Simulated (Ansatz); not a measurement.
Species: CH$_{2}$NOSi, SMILES `[C-]#[N+][SiH2][O-]` (charge -1, multiplicity 1).

Problem. Give a relaxed geometry from CAM-B3LYP-D3(BJ)/def2-TZVPD run with Ansatz (a program for electronic structure).

Solution. the end point of this relaxation (outside a Z-matrix the atoms follow the SMILES, hydrogens last).
Bonded distances (Å): C1–N2 1.160, N2–Si3 1.826, Si3–O4 1.543, Si3–H5 1.501, Si3–H6 1.501. Bond angles (°): C1–N2–Si3 179.9, N2–Si3–O4 114.7, N2–Si3–H5 98.6, N2–Si3–H6 98.6, O4–Si3–H5 118.4, O4–Si3–H6 118.4, H5–Si3–H6 104.8.
